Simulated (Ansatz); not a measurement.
Frontier orbitals of `C[S][Cd][NH2]`.

Total charge 0; spin multiplicity 1. Correlated methods include outer-core shells of Cd, which these sets cover unevenly. Cd: def2 effective core potential. Geometry: relaxed with PBE0-D4/def2-TZVP. It is one conformer, not always the lowest. Basis def2-TZVPP, the Gaussian-basis code of Ansatz.

| functional | HOMO (eV) | LUMO (eV) |
| --- | --- | --- |
| HSE06 (plane-wave form) | -6.11 | -1.19 |

Question: Give HOMO and LUMO (eV) with LDA (SPW92), PBE, revPBE, BLYP, r2SCAN, B97M-V, PBE0, B3LYP, r2SCANh, r2SCAN0, BHLYP, CAM-B3LYP, LC-ωPBE, ωB97X-V, ωB97M-V, HF. (Best estimate.)

Answer: Ansatz gave: 
```
 functional   HOMO   LUMO
LDA (SPW92)  -5.50  -1.87
        PBE  -5.35  -1.65
     revPBE  -5.29  -1.55
       BLYP  -5.21  -1.62
     r2SCAN  -5.58  -1.37
     B97M-V  -5.64  -1.57
       PBE0  -6.51  -0.83
      B3LYP  -6.29  -1.14
    r2SCANh  -6.01  -1.08
    r2SCAN0  -6.67  -0.66
      BHLYP  -7.55  -0.13
  CAM-B3LYP  -7.83   0.01
    LC-ωPBE  -9.18   1.23
    ωB97X-V  -8.83   1.04
    ωB97M-V  -8.69   0.75
         HF  -9.15   1.78
```

B3LYP here is the variant with VWN-RPA as its local correlation; programs differ in this. LC-ωPBE has ω = 0.4 bohr⁻¹. Positive LUMOs are unbound and depend on the basis.
